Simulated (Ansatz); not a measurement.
`C[Si](O)(Cl)Br` + H–F → `C[Si](O)(F)Cl` + HBr at 700 K and 1 bar (ligand exchange at the Si–Br bond).

Calculated with Ansatz (gas phase, PBE0-D4/def2-TZVP geometries, no zero-point term in ΔE). CBS: MP2 limit from def2 TZ/QZ plus the TZ coupled-cluster correction, frozen cores. This one scheme is used for every species. For Br outer-core shells are correlated without core-valence functions, which leaves a few kJ/mol of doubt a bond. Scalar relativity is left out up to krypton. Each species was taken in one conformer, which may not be the lowest.

| species | CCSD(T)/CBS energy (Eh) | H − E (kJ/mol) | S (J/(mol·K)) |
| --- | --- | --- | --- |
| `C[Si](O)(Cl)Br` | -3437.98992 | 220.7 | 482.5 |
| H–F | -100.39570 | 45.2 | 198.5 |
| `C[Si](O)(F)Cl` | -964.48585 | 222.3 | 456.3 |
| HBr | -2573.91920 | 36.5 | 223.7 |

H − E and S are ideal-gas, rigid-rotor, harmonic terms from PBE0-D4/def2-TZVP, for one conformer and one mirror image of each species. 1 Eh = 2625.50 kJ/mol, R = 8.31446 J/(mol·K).

Task: By hand: ΔE, ΔH, ΔS and ΔG.

Result: ΔE = (-964.48585) + (-2573.91920) − (-3437.98992) − (-100.39570) = -0.01943 Eh = -51.0 kJ/mol. Δ(H − E) = 222.3 + 36.5 − 220.7 − 45.2 = -7.1, so ΔH = -58.1 kJ/mol. ΔS = 456.3 + 223.7 − 482.5 − 198.5 = -1.0 J/(mol·K). ΔG = -58.1 − 700 × (-1.0)/1000 = -57.4 kJ/mol.

Task: By hand: the equilibrium constant, and the temperature at which ΔG would vanish if ΔH and ΔS stayed fixed.

Result: log₁₀ K = −ΔG/(RT ln 10) = 4.3. ΔG = 0 at ΔH/ΔS = 58100 K, far beyond where these terms or the molecules hold.

The number of gas molecules stays the same, so ΔS is small and ΔH decides. A doubt of 5 kJ/mol in ΔE shifts log₁₀ K by 0.4 here. Other conformers and mirror images would add mixing entropy, several J/(mol·K) or more a flexible species. These are equilibria of isolated gas molecules and say nothing of rates. Largest T1 diagnostic: 0.010 (customary marks: 0.02 for closed shells, 0.045 for open ones).
